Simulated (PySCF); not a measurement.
# Correlation energy of As (arsenic, neutral)

[Ar] 3d10 4s2 4p2 4d1, one real determinant (an excited configuration). Computed with PySCF 2.14 in aug-cc-pVTZ-PP with ECP10MDF, with a scalar-relativistic core potential. Frozen: 3s2 3p6 3d10; 5 electrons correlated.

MP2 pair energies summed by pair of shells (mhartree):

```json
{"pair": "4s-4p", "energy": "-32.78", "share (%)": "48.0"}
{"pair": "4s-4s", "energy": "-15.44", "share (%)": "22.6"}
{"pair": "4s-4d", "energy": "-9.00", "share (%)": "13.2"}
{"pair": "4p-4d", "energy": "-5.77", "share (%)": "8.5"}
{"pair": "4p-4p", "energy": "-5.26", "share (%)": "7.7"}
```

Total MP2 correlation energy: -68.25 mhartree.

Same-spin part -16.55 and opposite-spin part -51.70 mhartree; SCS-MP2 scales them by 1/3 and 6/5 to -67.56 mhartree.

The reference is one real determinant that mixes LS terms of this configuration.
